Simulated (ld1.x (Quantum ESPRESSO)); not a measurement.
**V (Z = 23), TM semilocal: configuration errors across variants**

vanadium, norm-conserving Troullier–Martins (semilocal form), made with ld1.x (Quantum ESPRESSO) 7.5 (Wu–Cohen, scalar-relativistic). Core [Ar], reference 3d4 4s1 4p0. Waves: 4s (bound): rc 2.10 bohr; 4p (bound, empty): rc 3.75 bohr; 3d (bound): rc 1.40 bohr. Local part: the d channel. Core correction: Bessel-smoothed model core inside 1.40 bohr.

All-electron excitation energies from the reference (eV): (1) 3d3 4s2 4p0 -0.582; (2) 3d3 4s1 4p0 7.177; (3) 3d3 4s0 4p0 21.330; (4) 3d3 4s0 4p1 11.307; (5) 3d4 4s0 4p0 6.545; (6) 3d3 4s1.5 4p0 2.525; (7) 3d3 4s0 4p2 6.327.

In the semilocal form every listed channel keeps its own potential, so the choice of the local channel does not act on these tests. It acts once the file is put into the separable form.

A semilocal file is local in each channel, so a ghost entry of none says nothing of the separable form that plane-wave codes build from it.

2 further variants failed, have other tests or another functional or relativity, and are left out.

Errors AE − PS in meV (a dash: test not solved or not reliable):

| change | (1) | (2) | (3) | (4) | (5) | (6) | (7) | bound ghosts |
| --- | --- | --- | --- | --- | --- | --- | --- | --- |
| base | -117 | -78 | -108 | -112 | -22 | -96 | -146 | none |
| all radii but the core radius scaled by about 1.39 (s 2.92, p 5.20, d 1.94 bohr) | -120 | -92 | -131 | -64 | -19 | -103 | -94 | none |
| wave 3d (bound): rc 1.40 bohr becomes 3d (bound): rc 1.60 bohr | -115 | -78 | -112 | -114 | -20 | -95 | -149 | none |
| form changed from semilocal to separable (Kleinman–Bylander), still TM; local potential the s channel | – | -169 | -236 | – | -24 | – | -267 | none |
| wave 4p (bound): rc 3.75 bohr becomes 4p (bound): rc 5.16 bohr | -117 | -78 | -108 | -56 | -22 | -96 | -92 | none |

Problem. Give the same row for: wave 4s (bound): rc 2.10 bohr becomes 4s (bound): rc 2.50 bohr.

Solution. -143, -94, -99, -101, -27, -117, -135; bound ghosts: none.
